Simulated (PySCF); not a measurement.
# Ga⁺: excitation energy

Ga⁺ [Ar] 3d10 4s2 (1S) → Ga⁺ [Ar] 3d10 4s1 4p1 (3P), as a difference of total energies. All numbers are calculated (PySCF 2.14, scalar relativity by spin-free X2C-1e, in x2c-QZVPPall (11s7p5d4f1g, 94 functions)). Correlated levels: valence: [Ar] 3d10 frozen. The calculations carry no spin-orbit coupling.

Question: Order these methods by the excitation energy they give, lowest first.
A. SCS-MP2 (valence)
B. UHF
C. CCSD (valence)
D. MP2 (valence)

Answer: B (37191 cm⁻¹), D (42634 cm⁻¹), A (44199 cm⁻¹), C (44459 cm⁻¹).

Errors of the correlated levels include the incompleteness of this basis and the frozen core.

The basis was made for the ground configuration and has no added diffuse functions, so the excitation energy can come out too high.

With two correlated electrons CCSD is exact in that space.

For comparison: 48284 cm⁻¹ (measured; NIST levels, between the centres of gravity of the two terms).
